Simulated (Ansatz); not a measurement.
Ansatz (a quantum-chemistry and plane-wave program) input (HF/3-21G): The .json file is the Basis Set Exchange's 3-21G.

Ansatz 0.2 input:
```yaml
crystal:
  periodic: [false, false, false]
  atoms:
    - {symbol: N, position_ang: [0.89819675, -0.79076357, -0.08377368]}
    - {symbol: C, position_ang: [-0.28056431, -0.22367917, 0.05090285]}
    - {symbol: O, position_ang: [-0.63522249, 0.98571426, 0.03683495]}
    - {symbol: H, position_ang: [1.57052150, -0.02489384, -0.21783311]}
    - {symbol: H, position_ang: [-1.09273298, -0.98340020, 0.20415215]}
basis:
  gaussian:
    orbitals: 3-21G.json
hamiltonian:
  xc: {name: HF}
total_charge: -1
relax: {f_tol: 0.003, max_steps: 120}
```

From the last part of the output:

```
these checks for a lower state are left out or cut short: starts, cluster_reference, orbital_swaps, neighbouring_geometries, increment
integrals: 0.00 GiB planned
418 factors; integrals over basis functions are off by at most 6.1e-4 eV
mean field: 0.05 GiB planned
mean field -4553.82700074 eV, -167.3500555823 hartree, gradient 2.9e-5 eV, S^2 0.000000; 0 other end points of the search recorded, 0 dependent functions left out
the calculation of the forces begins
reference -4553.82700074 eV, -167.3500555823 hartree; 12, 12 occupied and 19, 19 virtual orbitals, 418 factors
relax step   4: F+E_penalty+E_count = -4553.82700074 eV  Δ(F+E_penalty+E_count) = -2.418e-5 eV  max|allowed force component| = 3.359e-3 eV/Å  Δτ_max = 0.0006 Å  (27 SCF iters, accepted)
these checks for a lower state are left out or cut short: starts, cluster_reference, orbital_swaps, neighbouring_geometries, increment
integrals: 0.00 GiB planned
418 factors; integrals over basis functions are off by at most 6.1e-4 eV
mean field: 0.05 GiB planned
mean field evaluation 32: about -4553.8270 eV, gradient 1.8e-2 eV
mean field -4553.82700171 eV, -167.3500556182 hartree, gradient 1.1e-5 eV, S^2 0.000000; 0 other end points of the search recorded, 0 dependent functions left out
the calculation of the forces begins
reference -4553.82700171 eV, -167.3500556182 hartree; 12, 12 occupied and 19, 19 virtual orbitals, 418 factors
relax step   5: F+E_penalty+E_count = -4553.82700171 eV  Δ(F+E_penalty+E_count) = -9.766e-7 eV  max|allowed force component| = 1.387e-3 eV/Å  Δτ_max = 0.0004 Å  (19 SCF iters, accepted)
integrals: 0.00 GiB planned
418 factors; integrals over basis functions are off by at most 6.1e-4 eV
mean field: 0.05 GiB planned
mean field -4553.82700171 eV, -167.3500556182 hartree, gradient 1.1e-5 eV, S^2 0.000000; 1 other end points of the search recorded, 0 dependent functions left out
the calculation of the forces begins
reference -4553.82700171 eV, -167.3500556182 hartree; 12, 12 occupied and 19, 19 virtual orbitals, 418 factors
Total energy: -4553.82700171 eV, -167.3500556182 hartree
Atom 0 at     0.885174    -0.778374    -0.082608 Å, force    -0.001387    -0.000644     0.000227 eV/Å
Atom 1 at    -0.286118    -0.221225     0.051549 Å, force     0.000983     0.000566    -0.000167 eV/Å
Atom 2 at    -0.650605     0.989087     0.038804 Å, force    -0.000045    -0.000458     0.000030 eV/Å
Atom 3 at     1.586969    -0.043494    -0.219151 Å, force    -0.000290     0.000418     0.000018 eV/Å
Atom 4 at    -1.075222    -0.983016     0.201689 Å, force     0.000740     0.000119    -0.000109 eV/Å
Dipole moment:    -0.029471     0.001542     0.004031 e Å
```

The dipole moment of an ion depends on the origin.
